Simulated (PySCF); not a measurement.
C6H6B2Cl2.
Geometry (PBE0-D3(BJ)/def2-SVP, Å), atoms numbered from 1 in this order:
```
atom  x, y, z in Å
Cl1    5.6515   -1.1551    0.1257
B2     5.3585    0.5257   -0.2893
Cl3    6.7861    1.4991   -0.6076
C4     3.9092    1.1159   -0.3687
C5     3.8112    2.4570   -0.7115
C6     2.6930    3.3173   -0.8790
C7     1.3543    3.0493   -0.7326
B8     0.6900    1.7251   -0.3424
C9     1.4679    0.4449   -0.0632
C10    2.8236    0.2231   -0.0835
H11    4.7701    2.9530   -0.8904
H12    2.9721    4.3392   -1.1651
H13    0.7027    3.9112   -0.9252
H14   -0.5192    1.6975   -0.2561
H15    0.8857   -0.4485    0.1967
H16    3.1510   -0.7945    0.1568
```

Theory: TDDFT CAM-B3LYP/def2-SVPD, vertical, gas phase, core orbitals frozen in the response in PySCF.

Transition dipole moments from the ground state, in atomic units and in the frame of the coordinates above (overall signs are arbitrary), for the states with f of 0.002 or more among the lowest 10:

```json
{"state": "S1", "E (eV)": "4.161", "μx": "0.951", "μy": "-1.082", "μz": "0.229"}
{"state": "S2", "E (eV)": "4.591", "μx": "-0.057", "μy": "0.466", "μz": "-0.120"}
{"state": "S6", "E (eV)": "5.600", "μx": "2.162", "μy": "0.129", "μz": "-0.139"}
{"state": "S7", "E (eV)": "5.638", "μx": "0.256", "μy": "-0.014", "μz": "-0.107"}
{"state": "S10", "E (eV)": "6.137", "μx": "0.919", "μy": "-0.748", "μz": "0.147"}
```

Q: Work out the oscillator strengths.

A: f = (2/3) ΔE |μ|² with ΔE in hartree (27.2114 eV).

| state | \|μ\|² (au) | \|μ\| (D) | f |
| --- | --- | --- | --- |
| S1 | 2.128 | 3.71 | 0.217 |
| S2 | 0.235 | 1.23 | 0.026 |
| S6 | 4.712 | 5.52 | 0.646 |
| S7 | 0.077 | 0.71 | 0.011 |
| S10 | 1.425 | 3.03 | 0.214 |

Q: What angle do the transition dipoles of S1 and S6 make?

A: |cos θ| = |μa·μb| / (|μa| |μb|) = 0.60, so θ ≈ 53° (taken between 0 and 90°, since the signs are arbitrary).

Q: How is the summed strength of these states shared among x, y and z?

A: (2/3) Σ ΔE μα² gives 0.870 for x, 0.230 for y and 0.014 for z, 1.115 in all.

Q: What peak molar absorption coefficient would the strongest computed level give as a lone Gaussian band 0.5 eV wide at half height?

A: ε(max) = 2.175×10⁸ f / FWHM, with the width in cm⁻¹. S6: 2.175×10⁸ × 0.6465 / 4033 ≈ 35000 L mol⁻¹ cm⁻¹.

The vertical ionisation energy (ΔSCF) is 9.21 eV, 3.08 eV above S10.
